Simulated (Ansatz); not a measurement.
Consider the redistribution: `C=C[SiH](O)Cl` + `[CH3][V](=[NH])([Cl])[Cl]` → `C=C[SiH](C)O` + `[NH]=[V]([Cl])([Cl])[Cl]`.

Computed with Ansatz on PBE0-D4/def2-TZVP structures; ΔE is electronic, products minus reactants. CCSD(T)/CBS adds triple-zeta CCSD(T) − MP2 to the extrapolated MP2 energy (def2 sets, frozen cores). Functionals use def2-TZVPP. For V outer-core shells are correlated without core-valence functions, which leaves a few kJ/mol of doubt a bond. Scalar relativity is left out up to krypton. One conformer a species, not always the lowest.

`C=C[SiH](O)Cl`:

Cartesian coordinates in Å:
```
C -1.246 0.105 -1.103
C -0.230 0.770 -0.559
Si 0.703 0.121 0.898
O 0.331 -1.438 1.219
Cl 2.712 0.318 0.472
H -1.796 0.487 -1.958
H -1.575 -0.853 -0.710
H 0.058 1.729 -0.986
H 0.443 0.866 2.146
H 0.600 -2.103 0.582
```

`[CH3][V](=[NH])([Cl])[Cl]`:

Cartesian coordinates in Å:
```
C -0.078 -0.754 -1.014
V -0.275 0.604 0.431
N 0.955 0.241 1.377
Cl 0.001 2.539 -0.469
Cl -2.143 0.213 1.425
H 0.889 -0.623 -1.502
H -0.901 -0.563 -1.710
H -0.151 -1.753 -0.582
H 1.703 0.095 2.044
```

`C=C[SiH](C)O`:

```xyz
13

C     2.115    0.707    0.358
C     0.811    0.971    0.350
Si   -0.496   -0.345    0.509
C    -1.782   -0.112   -0.823
O     0.193   -1.846    0.456
H     2.869    1.482    0.255
H     2.486   -0.307    0.480
H     0.502    2.011    0.235
H    -1.140   -0.275    1.847
H    -2.251    0.872   -0.732
H    -2.567   -0.868   -0.744
H    -1.339   -0.178   -1.820
H     0.598   -2.112   -0.371
```

`[NH]=[V]([Cl])([Cl])[Cl]`:

Cartesian coordinates in Å:
```
N 0.369 -0.218 1.132
V -0.115 0.068 -0.352
Cl -0.382 2.182 -0.544
Cl 1.406 -0.649 -1.674
Cl -1.957 -0.980 -0.641
H 0.678 -0.402 2.079
```

CCSD(T)/CBS gives -5.3 kcal/mol.

(1) Another level gave -7.3 kcal/mol. Which?
A. BHLYP-D4/def2-TZVPP
B. r2SCAN-D4/def2-TZVPP
C. PBE/def2-TZVPP
D. RPA@PBE/def2-TZVPP

Largest T1 diagnostic among the species: 0.030, so the coupled-cluster value is less sure than usual.

Results:

(1) D. RPA@PBE/def2-TZVPP -7.3, r2SCAN-D4 -8.6, PBE -9.6, BHLYP-D4 -4.4 kcal/mol.

At CCSD(T), def2-SVP lies −1.9 kcal/mol from the extrapolated value and def2-TZVPP −0.8 kcal/mol. From r2SCAN to r2SCAN0 (25 % exact exchange), in def2-TZVPP and without D4, ΔE moves by +2.4 kcal/mol.
